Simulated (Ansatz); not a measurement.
`CNC(=N)[SiH3]` and `N=C([SiH3])CN` differ in one atom or group.

Ansatz, PBE0-D4/def2-TZVP geometries, multiplicity 1. Each molecule was computed in one conformer, which needn't be the lowest.

| property | `CNC(=N)[SiH3]` |
| --- | --- |
| ideal-gas entropy at 298 K and 1 bar (rigid rotor, harmonic PBE0-D4/def2-TZVP) / J/(mol·K) | 353 |
| HOMO energy (PBE0/def2-TZVPP) / eV | -6.71 |
| HOMO–LUMO gap (ωB97M-V/def2-TZVPP) / eV | 10.80 |
| LUMO energy (PBE/def2-TZVPP) / eV | -0.95 |
| zero-point energy (PBE0-D4/def2-TZVP) / kJ/mol | 266.2 |
| size of the dipole moment (ωB97M-V/def2-TZVPP) / D | 2.32 |

(1) Give the same properties after the change, and the shifts. (Best estimate.)

Results:

(1) Ansatz gave: 
```csv
property,`N=C([SiH3])CN`,shift
"ideal-gas entropy at 298 K and 1 bar (rigid rotor, harmonic PBE0-D4/def2-TZVP) / J/(mol·K)",350,-3
HOMO energy (PBE0/def2-TZVPP) / eV,-7.13,-0.42
HOMO–LUMO gap (ωB97M-V/def2-TZVPP) / eV,11.24,0.44
LUMO energy (PBE/def2-TZVPP) / eV,-1.49,-0.54
zero-point energy (PBE0-D4/def2-TZVP) / kJ/mol,267.0,0.8
size of the dipole moment (ωB97M-V/def2-TZVPP) / D,3.50,1.18
```

Dipoles are sizes alone; their direction can turn.

Positive LUMOs are unbound, so they and the gaps depend on the basis.
